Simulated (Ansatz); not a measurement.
Ansatz (a program for electronic structure) input (CCSD(T)/6-31G):

Ansatz 0.2 input:
```yaml
crystal:
  periodic: [false, false, false]
  atoms:
    - {symbol: Al, position_ang: [-0.00000000, -0.00000000, -1.70357231]}
    - {symbol: Br, position_ang: [0.00000000, 0.00000000, 0.63275543]}
basis:
  gaussian:
    orbitals: 6-31G
magnetization: {spin_polarized: false}
correlation: {method: ccsd_t, electrons: outside_noble_gas}
```

Output:

```
Functional definition: HF
integrals: 0.01 GiB planned
399 factors; integrals over basis functions are off by at most 4.3e-4 eV
mean field: 0.11 GiB planned
mean field evaluation 1: about -76572.3024 eV, gradient 1.1e1 eV
mean field evaluation 2: about -76572.3040 eV, gradient 1.1e1 eV
mean field evaluation 4: about -76572.8634 eV, gradient 9.0e-1 eV
mean field evaluation 8: about -76572.8679 eV, gradient 7.2e-4 eV
mean field evaluation 16: about -76572.8679 eV, gradient 2.6e-6 eV
mean field -76572.86792754 eV, -2814.0009933831 hartree, gradient 2.6e-6 eV, S^2 0.000000; 0 other end points of the search recorded, 0 dependent functions left out
19 core orbitals not correlated
reference -76572.86792754 eV, -2814.0009933831 hartree; 5, 5 occupied and 18, 18 virtual orbitals, 399 factors
second order -1.74845664 eV of doubles, -0.00000000 eV of singles
coupled cluster: 0.05 GiB planned
cycle   1  -2.03334291 eV  change   -2.8e-1 eV  update   7.6e-2
cycle   2  -2.19348752 eV  change   -1.6e-1 eV  update   3.0e-2
cycle   3  -2.22749427 eV  change   -3.4e-2 eV  update   1.1e-2
cycle   4  -2.22513359 eV  change    2.4e-3 eV  update   2.4e-3
cycle   5  -2.22563592 eV  change   -5.0e-4 eV  update   5.6e-4
cycle   6  -2.22559762 eV  change    3.8e-5 eV  update   1.6e-4
cycle   7  -2.22552581 eV  change    7.2e-5 eV  update   5.2e-5
cycle   8  -2.22554554 eV  change   -2.0e-5 eV  update   1.7e-5
cycle   9  -2.22554377 eV  change    1.8e-6 eV  update   4.6e-6
perturbative correction -0.05407248 eV, -0.0019871269 hartree
Total energy: -76575.14754378 eV, -2814.0847677348 hartree
```
